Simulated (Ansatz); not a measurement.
Program: Ansatz. Geometries: PBE0-D4/def2-TZVP. ΔE: electronic, gas phase. CCSD(T)/CBS adds triple-zeta CCSD(T) − MP2 to the extrapolated MP2 energy (def2 sets, frozen cores). DFT in def2-TZVPP. B3LYP here is the variant with VWN-RPA as its local correlation; programs differ in this. Each species was taken in one conformer, which may not be the lowest.

Reaction (redistribution): `[SiH3][SiH2]N[SiH2][SiH3]` + `BO[SiH2]S` → `[SiH3][SiH2]O[SiH2]S` + `BN[SiH2][SiH3]`

| level | ΔE (kJ/mol) | difference from CCSD(T)/CBS |
| --- | --- | --- |
| PBE-D4 | -52.3 | -0.2 |
| r2SCAN-D4 | -54.2 | -2.1 |
| PBE0-D4 | -51.6 | 0.5 |
| B3LYP-D4 | -54.1 | -2.0 |
| ωB97X-V | -51.6 | 0.5 |
| ωB97M-V | -51.6 | 0.5 |
| B2PLYP | -53.7 | -1.6 |
| PBE | -52.6 | -0.5 |
| r2SCAN | -54.3 | -2.2 |
| PBE0 | -51.8 | 0.3 |
| B3LYP | -54.7 | -2.6 |
| HF/def2-TZVPP | -53.2 | -1.1 |
| MP2/def2-TZVPP | -52.0 | 0.1 |
| SCS-MP2/def2-TZVPP | -52.5 | -0.4 |
| CCSD/def2-TZVPP | -52.1 | 0.0 |
| CCSD(T)/def2-TZVPP | -51.9 | 0.2 |
| HF/def2-QZVPP | -53.3 | -1.2 |
| MP2/def2-QZVPP | -52.2 | -0.1 |
| SCS-MP2/def2-QZVPP | -52.6 | -0.5 |
| HF/CBS(def2) | -53.3 | -1.2 |
| MP2/CBS(def2) | -52.2 | -0.1 |
| CCSD/CBS(def2) | -52.3 | -0.2 |
| CCSD(T)/CBS | -52.1 | 0 |

Largest T1 diagnostic among the species: 0.013.

CCSD(T)/CBS has its own doubt, a few kJ/mol and more with outer-core shells, so smaller differences from it don't rank the levels.
